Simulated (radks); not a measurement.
Values are calculated unless marked as measured or tabulated.
Problem. Ionisation of the silver ion Ag+, [Kr] 4d10, to Ag2+, [Kr] 4d9, under several functionals. Scalar-relativistic Kohn-Sham, spin-unpolarised, spherical densities, finite nucleus; a radial shooting solver on a logarithmic mesh with Libxc functionals. Known Delta-SCF values: MS2 meta-GGA 22.076 eV; SCAN 22.286 eV. What does TASK exchange with Perdew-Wang LDA correlation give, and what is its highest occupied eigenvalue?

Solution. 22.187 eV by Delta-SCF; the 4d eigenvalue is -15.604 eV. NIST: 21.484 eV (measured).

Beside tabulated values, note that spin-unpolarised runs miss the spin-polarisation part of the exchange energy of open shells.
